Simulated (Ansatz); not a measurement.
GeH6SSi (`[SiH3][GeH2][SH]`), relaxed with RKS PBE0-D4/def2-TZVP in the Gaussian-basis code of Ansatz from a PBE-D4/def2-SVP geometry. The force threshold is 0.005 eV/Å; the program also tests the step.

The species carries charge 0 and has multiplicity 1.

Start:

```xyz
9

Si    0.507    0.841   -1.264
Ge   -0.290   -0.742    0.343
S    -0.393    0.356    2.313
H    -0.431    2.012   -1.350
H     0.581    0.168   -2.609
H     1.877    1.325   -0.878
H     0.676   -1.956    0.467
H    -1.699   -1.277   -0.039
H    -0.829   -0.726    3.016
```

Problem. How much energy does the relaxation release, and in how many steps? (Best estimate.)

Solution. Ansatz gave: 0.02 eV, in 5 steps.

Problem. Which bonds change most? (Best estimate.)

Solution. Computed: Ge2–S3 from 2.258 to 2.232 Å; S3–H9 from 1.362 to 1.343 Å; Si1–H5 from 1.505 to 1.487 Å; Si1–H4 from 1.503 to 1.485 Å.

Problem. Give the relaxed structure. (Best estimate.)

Solution. Computed: 
```xyz
9

Si    0.505    0.836   -1.261
Ge   -0.285   -0.742    0.335
S    -0.381    0.346    2.282
H    -0.429    1.987   -1.331
H     0.585    0.183   -2.594
H     1.855    1.314   -0.865
H     0.665   -1.947    0.472
H    -1.688   -1.270   -0.023
H    -0.826   -0.708    2.985
```
